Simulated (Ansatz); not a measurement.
Stepwise reaction of `[Br][Sn][Br]` with ammonia, as a gas-phase model of exchange steps in deposition or etching. ΔE in kJ/mol; ΔG adds harmonic PBE0-D4 terms to CCSD(T)/CBS, at 1 bar.

Calculated with Ansatz (gas phase, PBE0-D4/def2-TZVP geometries, no zero-point term in ΔE). CCSD(T)/CBS is the MP2 limit (def2-TZVPP, def2-QZVPP) plus CCSD(T) − MP2 in def2-TZVPP, frozen cores. This one scheme is used for every species. DFT in def2-TZVPP. B3LYP here is the variant with VWN-RPA as its local correlation; programs differ in this. def2 core potentials past Kr. For Br, Sn outer-core shells are correlated without core-valence functions, which leaves a few kJ/mol of doubt a bond. Scalar relativity is left out up to krypton. One conformer a species, not always the lowest.

```
step                                        reaction  PBE-D4  B3LYP-D4  ωB97M-V  CCSD(T)/CBS  ΔG(600 K)
   1    `[Br][Sn][Br]` + NH₃ → `[NH2][Sn][Br]` + HBr   102.8     104.6     98.0        100.2       89.0
   2  `[NH2][Sn][Br]` + NH₃ → `[NH2][Sn][NH2]` + HBr   126.3     127.9    123.3        124.3      113.3
```

By hand: ΔE of the 2 steps together at CCSD(T)/CBS.

(100.2) + (124.3) = 224.5 kJ/mol, or 112.2 kJ/mol a step.

In ΔE each step is higher than the one before. All are uphill at CCSD(T)/CBS. ΔG lies between 89.0 and 113.3 kJ/mol a step. PBE-D4 differs from CCSD(T)/CBS by 2.0 to 2.6 kJ/mol a step. Isolated molecules leave out the surface, adducts and barriers. Largest T1 diagnostic: 0.016.
